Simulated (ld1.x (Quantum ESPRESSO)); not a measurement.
Reading a pseudo-wave (C)

Columns: radius, all-electron u(r) and pseudo u(r) of the 2s shell (level -13.61 eV) of carbon in the configuration [He] 2s2 2p2; BLYP, scalar-relativistic, TM scheme, ld1.x (Quantum ESPRESSO) 7.5.

```
r (bohr)  all-electron   pseudo
   0.125        0.3509  -0.0983
   0.250        0.2432  -0.1861
   0.375        0.0027  -0.2625
   0.500       -0.2446  -0.3478
   0.625       -0.4528  -0.4688
   0.750       -0.6103  -0.6104
   0.875       -0.7187  -0.7187
   1.000       -0.7842  -0.7842
   1.125       -0.8146  -0.8146
   1.250       -0.8183  -0.8183
   1.375       -0.8024  -0.8024
   1.500       -0.7728  -0.7728
   1.625       -0.7341  -0.7341
   1.750       -0.6899  -0.6899
   1.875       -0.6430  -0.6430
   2.000       -0.5951  -0.5951
   2.125       -0.5477  -0.5477
   2.250       -0.5018  -0.5018
   2.375       -0.4580  -0.4580
   2.500       -0.4166  -0.4166
   2.625       -0.3779  -0.3779
   2.750       -0.3420  -0.3420
   2.875       -0.3089  -0.3089
   3.000       -0.2785  -0.2785
   3.125       -0.2507  -0.2507
   3.250       -0.2253  -0.2253
```

(1) How many radial nodes do the two functions have?

(2) At about which radius was the pseudo-wave matched?

(3) Is the pseudo-wave norm-conserving?

Results:

(1) The all-electron 2s function has n − l − 1 = 1; the pseudo-wave has 0, since the states of the same l below it are removed with the core.

(2) 0.80 bohr, where the columns begin to agree (steps of 0.12 bohr).

(3) Yes: the TM scheme keeps the norm inside the radius equal to the all-electron one, which fixes the energy derivative of the logarithmic derivative at the level.
